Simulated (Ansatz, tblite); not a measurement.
Cost and result up the ladder for Si₂₄AsH₃₄⁻ (59 atoms). The state is a singlet with charge -1. Geometry: r2SCAN-D4/def2-SVP.

```xyz
59

Si    2.966   -0.803   -0.920
Si   -0.266   -4.567   -3.089
Si    2.262    2.948   -0.499
Si   -0.352   -0.760   -2.747
Si    2.665    0.954    2.482
Si    0.063   -2.890    0.334
Si    2.373    4.749    2.878
Si   -0.834    4.487    0.892
Si   -0.421    2.445    3.950
Si   -3.579    0.989   -1.046
Si   -3.150   -1.045    1.947
Si   -3.264   -2.789   -1.449
Si    3.353    1.333   -1.830
Si    3.763   -0.765    1.296
Si    3.343    3.023    1.589
Si    0.331   -2.539   -4.117
Si    0.767   -4.703   -0.982
As    0.629   -0.798   -0.602
Si   -2.598   -4.606   -2.784
Si    0.019    2.400    0.197
Si   -2.685   -0.724   -2.420
Si    0.282    1.098    2.145
Si   -2.267   -2.847    0.682
Si    0.024    4.580    3.077
Si   -2.786    1.167    1.178
H     3.557   -1.912   -1.743
H     0.162   -5.726   -3.948
H     2.376    4.268   -1.212
H     0.118    0.531   -3.351
H     3.073    0.833    3.925
H     0.793   -2.924    1.645
H     2.722    6.078    2.267
H     2.985    4.743    4.252
H    -0.250    5.605    0.073
H    -2.323    4.632    0.850
H     0.440    2.208    5.161
H    -1.848    2.279    4.375
H    -3.336    2.261   -1.819
H    -5.054    0.717   -1.225
H    -2.585   -1.243    3.330
H    -4.586   -1.497    2.061
H    -4.758   -2.847   -1.289
H     4.835    1.577   -1.895
H     2.851    1.379   -3.245
H     5.254   -0.566    1.280
H     3.518   -2.097    1.945
H     4.831    3.239    1.533
H     1.818   -2.495   -4.324
H    -0.311   -2.461   -5.473
H     2.259   -4.672   -1.143
H     0.416   -6.017   -0.342
H    -3.268   -4.559   -4.128
H    -2.983   -5.912   -2.149
H    -0.688    1.884   -1.013
H    -3.283   -0.674   -3.804
H    -0.245   -0.297    2.242
H    -2.606   -4.169    1.322
H    -0.463    5.734    3.911
H    -4.061    1.762    1.768
```

Ansatz on 4 threads of AMD EPYC 7R13 on a shared host and a share (37 GiB) of an NVIDIA H100 80GB HBM3; xTB runs through tblite on one thread. Times are rough, summed over both states, and most runs start from the orbitals of an earlier one. PBE0-D4/def2-TZVP serves as the yardstick here, not as an exact answer. Differences are given only for rows in sets of like size (and for xTB, whose basis is part of the method), since another set adds its own error. The other state is a triplet at its own geometry.

The 6-31G sets use Cartesian d functions. The xTB rows come from tblite. B3LYP takes the VWN-RPA correlation. Correlated methods freeze 129 core orbitals; core or outer-core shells of As are correlated, in sets that lack core-valence functions. The rows differ in basis, and correlated rows in double-zeta sets carry the largest basis error. Single mean-field runs in 6-31G, def2-TZVP are fitted with def2-universal-jkfit.

Correlated methods converge slowly with the basis, most of all in double-zeta sets.

xTB has no spin-polarisation term.

```tsv
level	functions	wall time	triplet − singlet (eV)	difference from PBE0-D4/def2-TZVP (eV)	remarks
GFN1-xTB	293	1.7 s	1.89	0.08	–
GFN2-xTB	259	2.4 s	1.72	-0.08	–
HF/6-31G	409	8.1 s	2.32	–	HOMO above zero (triplet)
B3LYP-D4/6-31G	409	12 s	2.15	–	HOMO above zero (triplet)
PBE-D4/def2-TZVP	1140	21 s	1.64	-0.16	–
MP2/def2-SVP	634	24 s	2.08	–	–
r2SCAN-D4/def2-TZVP (with forces)	1140	27 s	1.62	-0.19	–
PBE0-D4/def2-TZVP	1140	30 s	1.81	0.00	–
BHLYP-D4/def2-TZVP	1140	31 s	2.08	0.27	–
r2SCANh-D4/def2-TZVP (with forces)	1140	41 s	1.67	-0.13	–
```
